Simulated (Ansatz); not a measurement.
Process, species as SMILES: OB(O)Br [bromoboronic acid] + 3 [H][H] (H2) → B (BH3) + Br (HBr) + 2 O (H2O)
Structures are relaxed separately at B3LYP-D3(BJ)/def2-TZVP in Ansatz (an electronic-structure program), one conformer each, not searched for the lowest.

Quantity: energy of full hydrogenation (electronic energy difference), in eV. Cores are frozen in the correlated levels unless marked. Spin-orbit coupling is left out. Frozen are the shells of the preceding noble gas and the d and f shells that filled before the atom's block. No relativistic terms. CBS marks a two-point X^-3 extrapolation of the correlation energy; Hartree-Fock from the larger set (for Q and 5 zeta extrapolated as (X+1)exp(-9√X)).

| level | program | energy of full hydrogenation (eV) | minus last row |
|---|---|---|---|
| HF/cc-pVDZ | Ansatz | 2.77 | -0.34 |
| r2SCAN-D3(BJ)/def2-TZVPD | Ansatz + dftd3 | 3.38 | 0.27 |
| PBE0-D4/def2-TZVP | Ansatz + dftd4 | 3.29 | 0.18 |
| PBE0/def2-QZVPP | Ansatz | 3.05 | -0.06 |
| CCSD/cc-pVDZ | Ansatz | 3.16 | 0.05 |
| CCSD/aug-cc-pVQZ | Ansatz | 2.95 | -0.16 |
| CCSD(T)/CBS(cc-pVQZ,cc-pV5Z) | Ansatz | 3.11 | 0.00 |
